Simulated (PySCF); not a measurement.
# AlBr: frontier orbitals

PBE at R = 2.326 Å; Al def2-TZVPPD, Br def2-TZVPPD; no relativity (PySCF 2.14). State: ¹Σ⁺ (singlet), closed shell. Only the outer orbitals are listed, counted within each symmetry.

```
orbital  occ.  ε (eV)  on Al (%)            main shells (%)
    10σ     2  -18.80          5                    95 Br s
    11σ     2   -9.55         44           53 Br p, 40 Al s
     5π     2   -7.33          8                    92 Br p
     5π     2   -7.33          8                    92 Br p
    12σ     2   -6.04         75  55 Al s, 24 Br p, 19 Al p
     6π     0   -2.51         91                    90 Al p
     6π     0   -2.51         91                    90 Al p
    13σ     0   -0.59         71  50 Al p, 17 Al d, 14 Br s
```

Question: Which are the highest filled and the lowest empty level, where do they sit, and how wide is the gap?

Answer: Highest filled 12σ at -6.04 eV (in %: 55 Al s, 24 Br p, 19 Al p); lowest empty 6π at -2.51 eV (in %: 90 Al p); the gap at PBE is 3.53 eV.

* bond order (Mayer): 1.17
* ⟨S²⟩: 0.000
* charge on Al (Mulliken, basis-dependent): 0.21
* charge on Al (Löwdin, basis-dependent): 0.06
* dipole moment (positive dipole means Al(−)Br(+)): -1.66 D
* polarisability along the bond: 82.0 bohr³
* polarisability across the bond: 55.5 bohr³
